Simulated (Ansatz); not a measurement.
Total energies of Cl₂H₂MoO₃ (`[O]=[Mo]([OH])([OH])([Cl])[Cl]`).

```json
{"atom": "O1", "x (Å)": "-0.376", "y (Å)": "1.288", "z (Å)": "-1.491"}
{"atom": "Mo2", "x (Å)": "0.128", "y (Å)": "0.398", "z (Å)": "-0.199"}
{"atom": "O3", "x (Å)": "-1.130", "y (Å)": "-0.929", "z (Å)": "0.326"}
{"atom": "O4", "x (Å)": "0.939", "y (Å)": "-1.045", "z (Å)": "-1.026"}
{"atom": "Cl5", "x (Å)": "2.100", "y (Å)": "1.246", "z (Å)": "0.545"}
{"atom": "Cl6", "x (Å)": "-0.916", "y (Å)": "1.597", "z (Å)": "1.501"}
{"atom": "H7", "x (Å)": "-1.796", "y (Å)": "-0.645", "z (Å)": "0.959"}
{"atom": "H8", "x (Å)": "1.050", "y (Å)": "-1.910", "z (Å)": "-0.615"}
```

Total charge 0; spin multiplicity 1. Correlated methods include outer-core shells of Mo, which these sets cover unevenly. Mo takes the def2 core potential. The geometry is a stationary point of PBE0-D4/def2-TZVP. It is one conformer, not always the lowest. Basis def2-TZVPP, the Gaussian-basis code of Ansatz.

RPA on PBE orbitals: Hartree–Fock energy of these orbitals -1212.40155 Eh, correlation -2.51487 Eh (frozen core).

| functional | energy without D4 (Eh) | D4 term (kJ/mol) |
| --- | --- | --- |
| LDA (SPW92) | -1211.17088 | – |
| PBE | -1215.27312 | -26.9 |
| revPBE | -1215.65944 | -70.4 |
| BLYP | -1215.79252 | -57.8 |
| r2SCAN | -1215.71576 | -6.3 |
| B97M-V | -1215.53190 | – |
| PBE0 | -1215.25981 | -22.9 |
| B3LYP | -1215.86848 | -43.8 |
| r2SCANh | -1215.66080 | -6.8 |
| r2SCAN0 | -1215.58104 | -7.6 |
| HSE06 (plane-wave form) | -1215.23477 | -21.6 |
| BHLYP | -1215.54332 | -36.9 |
| CAM-B3LYP | -1215.71741 | -23.7 |
| LC-ωPBE | -1215.42456 | – |
| ωB97X-V | -1215.54526 | – |
| ωB97M-V | -1215.60380 | – |
| B2PLYP | -1215.34613 | – |
| PBE-QIDH | -1215.00308 | – |

B3LYP takes the VWN-RPA correlation (the form of Gaussian; ORCA's B3LYP/G). HSE06 is the plane-wave form, built on full-range PBE exchange. The double hybrids freeze the cores in their second-order part.

LC-ωPBE has ω = 0.4 bohr⁻¹.
